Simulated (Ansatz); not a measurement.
Mulliken charges of `C=CO[Si](Cl)(Cl)Cl` from r2SCAN/def2-TZVPP in Ansatz (PBE0-D4/def2-TZVP geometry).

| atom | x (Å) | y (Å) | z (Å) | charge (e) |
| --- | --- | --- | --- | --- |
| C1 | -0.299 | 0.477 | -1.609 | -0.185 |
| C2 | -0.891 | -0.428 | -0.848 | 0.089 |
| O3 | -0.578 | -0.733 | 0.442 | -0.305 |
| Si4 | 0.557 | -0.160 | 1.447 | 0.713 |
| Cl5 | 0.310 | 1.824 | 1.774 | -0.193 |
| Cl6 | 0.329 | -1.172 | 3.176 | -0.174 |
| Cl7 | 2.415 | -0.476 | 0.704 | -0.193 |
| H8 | 0.526 | 1.089 | -1.268 | 0.070 |
| H9 | -0.651 | 0.617 | -2.622 | 0.084 |
| H10 | -1.717 | -1.037 | -1.198 | 0.095 |

Question: By hand: the dipole of these point charges (1 e Å = 4.8032 D).

Answer: Σ q r = (-0.215, -0.044, -0.335) e Å, of length 0.400 e Å = 1.92 D.

Question: How does the dipole of the full density compare? (Best estimate.)

Answer: The calculation gave: (-0.108, 0.006, -0.231) e Å, 1.23 D; the point charges give 1.56 times that, at 11° from its direction.

Point charges leave out the atoms' own dipoles, such as those of lone pairs, and Mulliken's split depends on the basis, so the two needn't agree.
